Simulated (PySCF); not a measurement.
Indium: a sound run and one with changed settings

Sound run: In [Kr] 4d10 5s2 5p1, In⁺ [Kr] 4d10 5s2. Calculation: PySCF 2.14, in cc-pVTZ-PP with ECP28MDF (5s4p3d1f, 39 functions); a scalar-relativistic core potential. The sound run starts from symmetry-adapted Hartree-Fock orbitals and uses a fine grid where one is needed.

Changed run: radial step 0.5 in ln r (0.13 in the sound run). This setting is unsound on purpose.

```
species  method  sound run (hartree)  changed run (hartree)  converged
     In     UHF           -189.21033             -189.21033        yes
     In     LDA           -189.79575             -189.83392        yes
     In     PBE           -190.11690             -190.17159        yes
    In⁺     UHF           -189.01875             -189.01875        yes
    In⁺     LDA           -189.58587             -189.62402        yes
    In⁺     PBE           -189.91173             -189.96665        yes
```

Ionisation energy of In:

| method | sound run (eV) | changed run (eV) |
| --- | --- | --- |
| UHF | 5.213 | 5.213 |
| LDA | 5.711 | 5.712 |
| PBE | 5.583 | 5.577 |

A coarse radial grid mis-integrates the density and the exchange-correlation energy, with errors of either sign; Hartree-Fock needs no grid.

For comparison, NIST gives 5.786 eV between the lowest levels.
